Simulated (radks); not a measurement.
Results of a calculation; reference values are marked as such.
Question: Neutral thulium: order these configurations by energy. Code: a radial shooting solver on a logarithmic mesh with Libxc functionals. Model: Dirac Kohn-Sham, PBE, spin-unpolarised, spherical densities, finite nucleus; Fermi nuclear charge, rms radius of each element as measured or else 0.836 A^(1/3) + 0.57 fm. Sub-shells are occupied by j as written (lower j first in brackets). [Xe] 4f(5/2: 5, 7/2: 7) 5d(3/2: 1, 5/2: 0) 6s2; [Xe] 4f(5/2: 5, 7/2: 7) 6s2 6p(1/2: 1, 3/2: 0); [Xe] 4f(5/2: 6, 7/2: 6) 5d(3/2: 1, 5/2: 0) 6s2; [Xe] 4f(5/2: 6, 7/2: 6) 6s2 6p(1/2: 1, 3/2: 0); [Xe] 4f(5/2: 6, 7/2: 7) 6s2.

Answer: From the lowest, in eV above it: [Xe] 4f(5/2: 6, 7/2: 7) 6s2 0.000; [Xe] 4f(5/2: 6, 7/2: 6) 5d(3/2: 1, 5/2: 0) 6s2 4.102; [Xe] 4f(5/2: 6, 7/2: 6) 6s2 6p(1/2: 1, 3/2: 0) 5.206; [Xe] 4f(5/2: 5, 7/2: 7) 5d(3/2: 1, 5/2: 0) 6s2 5.368; [Xe] 4f(5/2: 5, 7/2: 7) 6s2 6p(1/2: 1, 3/2: 0) 6.475.
